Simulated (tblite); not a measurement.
Compound: C4H2FOS (doublet state).
Structure used (GFN2-xTB), in Å, numbered top down from 1:
```
atom  x, y, z in Å
F1     0.2409    1.7942   -0.4984
C2    -0.1930    0.5692   -0.1867
C3    -1.4837    0.1524   -0.0748
O4    -1.4797   -1.1600    0.2527
C5    -0.2297   -1.5656    0.3730
C6     0.6512   -0.5661    0.0229
S7     2.3907   -0.5905   -0.0301
H8    -2.4198    0.6663   -0.1481
H9     2.5366    0.7061    0.2644
```

Level: GFN2-xTB in tblite, geometry and Hessian alike; calculated harmonic values, unscaled, isolated species. Against measured fundamentals such values can be off by several per cent, at times by over 20. Modes of hydrogen on sulfur can be 10 to 20 % off. One conformer, not necessarily the lowest. Open shells enter through the occupations alone, without spin polarisation, and single modes of such species can be off by tens of per cent.

Harmonic wavenumbers (cm⁻¹): 177.8, 182.3, 207.1, 322.8, 397.3, 472.2, 531.0, 568.5, 660.0, 722.3, 826.7, 863.4, 1043.9, 1057.1, 1155.0, 1215.9, 1243.2, 1404.9, 1584.7, 2384.4, 3185.8.

A = 3702, B = 2027, C = 1312 MHz; mass 116.981 u (most abundant isotopes); point group C1, symmetry number 1; spin multiplicity 2.

What is the zero-point energy?

Half the sum of the wavenumbers: 10103 cm⁻¹ = 28.89 kcal/mol.

Give the ideal-gas entropy at 298.15 K and 1 bar in the rigid-rotor, harmonic-oscillator model (classical rotation).

Translation 40.21, rotation 27.88, vibration 12.10, spin (R ln 2) 1.38: S = 81.6 cal/(mol K).

And Cp and H(298.15 K) − H(0)?

Cp = 24.49 cal/(mol K), of which vibrations give 16.54 (their classical limit is 21 R = 41.7); H(298.15 K) − H(0) = 4.60 kcal/mol without the zero-point energy, 2.23 from vibrations.

What must be added to the electronic energy to get the Gibbs energy at 298.15 K and 1 bar?

ZPE + [H(298.15 K) − H(0)] − T·S = 28.89 + 4.60 − 24.32 = 9.17 kcal/mol.

How do the functions run with temperature in this model?

```tsv
T (K)	S (cal/(mol K))	Cp (cal/(mol K))	H − H(0) (kcal/mol)	G − H(0) (kcal/mol)	ln q(vib)
150	68.1	15.5	1.62	-8.60	0.63
250	77.5	21.8	3.49	-15.89	1.73
400	89.5	29.4	7.36	-28.44	3.65
600	102.8	36.1	13.97	-47.71	6.26
900	118.6	41.5	25.69	-81.03	9.93
```

q(vib) and H(0) count from the zero-point level.

Which modes carry the vibrational entropy at 298.15 K?

177.8 cm⁻¹: 2.35; 182.3 cm⁻¹: 2.30; 207.1 cm⁻¹: 2.07; 322.8 cm⁻¹: 1.30; 397.3 cm⁻¹: 0.97; 472.2 cm⁻¹: 0.73 cal/(mol K); the other 15 give 2.38 together.

Hindered rotation and anharmonicity are outside this model. Other conformers, if any are populated, would add a mixing term that is left out. The structure is chiral; the term R ln 2 for an equal mix with its mirror image is left out.
